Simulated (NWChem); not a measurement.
Molecule: SeO, triplet; SMILES O=[Se]

Results from NWChem. Spin-unrestricted. Structure relaxed at the PBE0/def2-SVP, spin-unrestricted level. No stability test was run on the SCF state.

For level PBE/def2-TZVP:

highest occupied level (eV): -5.99

Task: What are these values for level PBE/def2-SVPD?

Result: The highest occupied level (eV) comes out as -6.12.
